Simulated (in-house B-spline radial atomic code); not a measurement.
## Ionising the manganese ion Mn²⁺ with different functionals

Computed with an all-electron radial atomic-structure program (B-spline basis): non-relativistic Hamiltonian, point nucleus, spin-polarised at highest spin, spherical fractional occupations for the functionals, and exact exchange of hybrids averaged over the configuration. The ionisation energy is the difference of two self-consistent energies, [Ar] 3d5 → [Ar] 3d4, without Breit or QED terms; ε is the level of the shell that loses the electron (its least bound occupied spin orbital).

```tsv
method	rung	ΔSCF (eV)	-ε(3d) (eV)
PBE0	global hybrid	34.16	28.45
B3LYP	global hybrid	34.19	27.94
TPSSh	global hybrid	34.16	26.89
M06-2X	global hybrid	33.47	30.83
BHandHLYP	global hybrid	33.81	30.71
r2SCAN0	global hybrid	34.42	28.72
B97-1	global hybrid	33.94	27.80
HSE06	range-separated hybrid	34.13	28.01
wB97X	range-separated hybrid	33.71	30.58
CAM-B3LYP	range-separated hybrid	34.15	29.89
LC-wPBE	range-separated hybrid	34.20	31.14
```

(1) Among the functionals, which spreads more, the ΔSCF values or the orbital energies?

(2) How do they compare with the NIST value?

## Answers

(1) The orbital energies: ΔSCF values span about 0.95 eV and the orbital energies 4.25 eV; here energy differences depend much less on the functional than eigenvalues do.

(2) NIST lists 33.67 eV ± 0.012 (measured, ground level to ground level). Errors run from -0.20 to +0.75 eV; wB97X is closest (+0.05 eV), but part of that can be cancellation, since the calculations leave out relativity, Breit-QED terms, multiplet and fine-structure energies.
